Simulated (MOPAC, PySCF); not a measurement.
C3H2O, SMILES `C(#C)C=O`, neutral singlet in the gas phase. 

Cartesian coordinates (Å):
```xyz
6

C      1.4962     0.3007     0.1427
C      0.3225     0.0562     0.0601
C     -1.0855    -0.2189    -0.1011
O     -1.7916    -0.6378     0.7772
H      2.5365     0.5117     0.2354
H     -1.4780    -0.0119    -1.1143
```
Charge 0, spin multiplicity 1.

All levels are single points at this geometry (PBE0-D4/def2-TZVP); Pople sets use spherical d functions. Orbital energies aren't observables, and empty levels follow the basis.

PBE0-D4/def2-TZVP in PySCF gives HOMO (eV) = -8.21.

Question: Estimate the HOMO (eV) from each of these levels: B3LYP/6-311+G** in PySCF; SVWN5/6-31G* in PySCF; HF/6-31G* in PySCF; PM3 in MOPAC; PM6 in MOPAC.

Answer: 
```tsv
level	HOMO (eV)
B3LYP/6-311+G** in PySCF	-8.00
SVWN5/6-31G* in PySCF	-6.15
HF/6-31G* in PySCF	-11.41
PM3 in MOPAC	-11.09
PM6 in MOPAC	-10.65
```
